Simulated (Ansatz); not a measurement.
`OC([SiH3])[AsH2]` + `O[SiH](Cl)Cl` → `[SiH3]O[SiH](Cl)Cl` + `OC[AsH2]`  (ligand exchange at the Si–C bond)

Computed with Ansatz on PBE0-D4/def2-TZVP structures; ΔE is electronic, products minus reactants. CCSD(T)/CBS adds triple-zeta CCSD(T) − MP2 to the extrapolated MP2 energy (def2 sets, frozen cores). This one scheme is used for every species. Functionals use def2-TZVPP. B3LYP here is the variant with VWN-RPA as its local correlation; programs differ in this. For As outer-core shells are correlated without core-valence functions, which leaves a few kJ/mol of doubt a bond. Scalar relativity is left out up to krypton. One conformer a species, not always the lowest.

| level | ΔE (eV) |
| --- | --- |
| r2SCAN-D4 | -1.13 |
| PBE0-D4 | -1.06 |
| B3LYP-D4 | -1.18 |
| ωB97X-V | -1.15 |
| HF/def2-TZVPP | -1.44 |
| HF/def2-QZVPP | -1.46 |
| MP2/CBS(def2) | -1.14 |
| CCSD/CBS(def2) | -1.19 |

(1) What does CCSD(T)/CBS give? (An estimate is asked.)

Largest T1 diagnostic among the species: 0.012.

Results:

(1) The calculation gave: -1.14 eV. The listed levels differ from it by 0.01, 0.08, -0.04, -0.01, -0.30, -0.32, 0.00, -0.05 eV.

From PBE to PBE0 (25 % exact exchange), in def2-TZVPP and without D4, ΔE moves by −0.07 eV. In def2-TZVPP, CCSD(T) changes the Hartree–Fock value by +0.29 eV (the triples alone add +0.05 eV) and MP2 by +0.28 eV.
